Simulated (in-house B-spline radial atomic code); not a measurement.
Configurations of Rb8+, with energies counted from [Ar] 3d10 4s1. Method: non-relativistic Hartree-Fock with fractional occupations, spin-polarised, spherical fractional occupations, point nucleus. Calculated with a radial B-spline atomic code at the basis-set limit. Caution: exact exchange at fractional occupations of open shells leaves self-interaction of up to several eV. Shells without spins written out take the highest spin.

Occupations are held fixed; configurations that lie above the ionisation limit could autoionise.

| configuration | E - E(ref) (eV) | highest orbital | its <r> (bohr) |
| --- | --- | --- | --- |
| [Ar] 3d10 5s(1 up, 0 down) | 69.347 | 5s up | 2.387 |
| [Ar] 3d10 5f1 | 104.72 | 5f up | 3.465 |
| [Ar] 3d9 4s1 4p1 | 142.34 | 4p up | 1.347 |
| [Ar] 3d9 4s1 5d1 | 217.2 | 5d up | 2.907 |
| [Ne] 3s2 3p5 3d10 4s2 | 247.18 | 4s down | 1.261 |
| [Ne] 3s2 3p5 3d10 4s1 5f1 | 354.2 | 5f up | 3.384 |

Question: Order these further configurations by energy, lowest first.
A. [Ar] 3d10 5p1
B. [Ne] 3s2 3p(2 up, 3 down) 3d10 4s(0 up, 1 down) 5d(1 up, 0 down)
C. [Ar] 3d10 4f1
D. [Ar] 3d9 4s1 5f1
E. [Ne] 3s2 3p(3 up, 2 down) 3d10 4s(0 up, 1 down) 5f(1 up, 0 down)

Answer: A (79.887 eV), C (81.661 eV), D (229.47 eV), B (342.36 eV), E (355.08 eV).

Question: How far above the reference does [Ar] 3d9 4s1 4d1 lie?

Answer: 176.62 eV; its least bound orbital is 4d up with <r> = 1.563 bohr.

Question: How far above the reference does [Ne] 3s2 3p(3 up, 2 down) 3d10 4s(0 up, 1 down) 4d(1 up, 0 down) lie?

Answer: 303.74 eV; its least bound orbital is 4d up with <r> = 1.584 bohr.
